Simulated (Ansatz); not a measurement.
One change: `[CH3][AlH][CH2]Br` becomes `CBCBr`.

Ansatz, PBE0-D4/def2-TZVP geometries, multiplicity 1. Each molecule was computed in one conformer, which needn't be the lowest.

Scalar relativity is left out up to krypton.

```json
{"property": "LUMO energy (PBE/def2-TZVPP) / eV", "`[CH3][AlH][CH2]Br`": "-1.97"}
{"property": "HOMO–LUMO gap (ωB97M-V/def2-TZVPP) / eV", "`[CH3][AlH][CH2]Br`": "9.82"}
{"property": "HOMO energy (PBE0/def2-TZVPP) / eV", "`[CH3][AlH][CH2]Br`": "-7.25"}
{"property": "HOMO energy (ωB97M-V/def2-TZVPP) / eV", "`[CH3][AlH][CH2]Br`": "-9.46"}
{"property": "LUMO energy (B3LYP/def2-TZVPP) / eV", "`[CH3][AlH][CH2]Br`": "-1.43"}
{"property": "HOMO energy (B3LYP/def2-TZVPP) / eV", "`[CH3][AlH][CH2]Br`": "-7.02"}
```

Task: Give the same properties after the change, and the shifts. (An estimate is asked.)

Result: Computed: 
```tsv
property	`CBCBr`	shift
LUMO energy (PBE/def2-TZVPP) / eV	-1.98	-0.01
HOMO–LUMO gap (ωB97M-V/def2-TZVPP) / eV	11.37	1.55
HOMO energy (PBE0/def2-TZVPP) / eV	-8.23	-0.98
HOMO energy (ωB97M-V/def2-TZVPP) / eV	-10.44	-0.98
LUMO energy (B3LYP/def2-TZVPP) / eV	-1.24	0.19
HOMO energy (B3LYP/def2-TZVPP) / eV	-7.99	-0.97
```

With PBE0 the HOMO falls by 0.98 eV and the LUMO rises by 0.21 eV, so the gap widens by about 1.19 eV. PBE moves the HOMO by -0.98 eV and ωB97M-V by -0.98 eV.

B3LYP here is the variant with VWN-RPA as its local correlation; programs differ in this.

Spin–orbit coupling is left out; it splits and shifts lone-pair levels of the heavy atoms by tenths of an eV.
